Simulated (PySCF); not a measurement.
Isomers of CH4N2Si. Gas-phase values, no solvent. One relaxed conformer stands for each flexible species; it need not be the lowest. Strings in code marks are SMILES.

Method: PBE-D3(BJ)/def2-TZVP // B3LYP-D3(BJ)/def2-TZVP run with PySCF. All candidates: neutral, multiplicity 1. 

The LUMO is -3.36 eV and the HOMO–LUMO gap is 2.84 eV. The HOMO is -6.20 eV.

### Question
Which member has these values?
(A) `[H]/N=C\[SiH]=N\[H]` (N–C–Si–N torsion 0°)
(B) `N#CN[SiH3]`
(C) `[H]/N=C\N=[SiH2]` (N–C–N–Si torsion 87°)
(D) `N#C[SiH2]N`

### Answer
A, `[H]/N=C\[SiH]=N\[H]` (N–C–Si–N torsion 0°). The others give `N#CN[SiH3]`: -1.35 eV, 5.15 eV, -6.50 eV; `N#C[SiH2]N`: -1.67 eV, 5.19 eV, -6.87 eV; `[H]/N=C\N=[SiH2]` (N–C–N–Si torsion 87°): -3.08 eV, 2.71 eV, -5.80 eV
